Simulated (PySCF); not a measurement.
Electron correlation in Kr²⁺ (krypton, charge +2)

[Ar] 3d10 4s2 4p3 5s1, high-spin 5S determinant (an excited configuration). Calculation: PySCF 2.14, in x2c-TZVPPall with one added diffuse shell each of s, p, d type (7s6p5d1f, 57 functions); the spin-free X2C one-electron Hamiltonian (Gaussian nucleus). Frozen: [Ne]; 24 electrons correlated.

| level | correlation energy (mhartree) |
| --- | --- |
| CCSD | -277.86 |
| (T) | -6.67 |
| CCSD(T) | -284.53 |

Diagnostics: T1 = 0.0038, D1 = 0.0199, largest double amplitude 0.042.

The outer electron is Rydberg-like, and this basis confines it to a smaller radius and binds it less than a complete one would.

Cost of the coupled-cluster step: about 22 core-seconds, for 24 correlated electrons.

Iterations:

```
CC2 = 0
CCSD nocc = (np.int64(14), np.int64(10)), nmo = (52, 52)
frozen orbitals [[0, 1, 2, 3, 4], [0, 1, 2, 3, 4]]
max_cycle = 100
direct = 0
conv_tol = 1e-08
conv_tol_normt = 1e-06
diis_space = 8
diis_start_cycle = 0
Init t2, MP2 energy = -0.277304676554757
Init E_corr(UCCSD) = -0.277304676574392
cycle = 1  E_corr(UCCSD) = -0.272219329824867  dE = 0.00508534675  norm(t1,t2) = 0.0362948
cycle = 2  E_corr(UCCSD) = -0.277799715767299  dE = -0.00558038594  norm(t1,t2) = 0.00846968
cycle = 3  E_corr(UCCSD) = -0.277553116672447  dE = 0.000246599095  norm(t1,t2) = 0.00240913
cycle = 4  E_corr(UCCSD) = -0.277871086271918  dE = -0.000317969599  norm(t1,t2) = 0.000668687
cycle = 5  E_corr(UCCSD) = -0.277859773186327  dE = 1.13130856e-05  norm(t1,t2) = 6.41613e-05
cycle = 6  E_corr(UCCSD) = -0.27785834930839  dE = 1.42387794e-06  norm(t1,t2) = 6.4236e-06
cycle = 7  E_corr(UCCSD) = -0.277858602779653  dE = -2.53471263e-07  norm(t1,t2) = 1.42456e-06
cycle = 8  E_corr(UCCSD) = -0.277858622636523  dE = -1.98568694e-08  norm(t1,t2) = 2.37529e-07
cycle = 9  E_corr(UCCSD) = -0.2778586207862  dE = 1.85032228e-09  norm(t1,t2) = 3.47344e-08
UCCSD converged
E(UCCSD) = -2786.492442704342  E_corr = -0.2778586207862003
UCCSD(T) correction = -0.00667214182905738
```

This basis was not built for core-valence correlation, so the inner-shell part is incomplete.
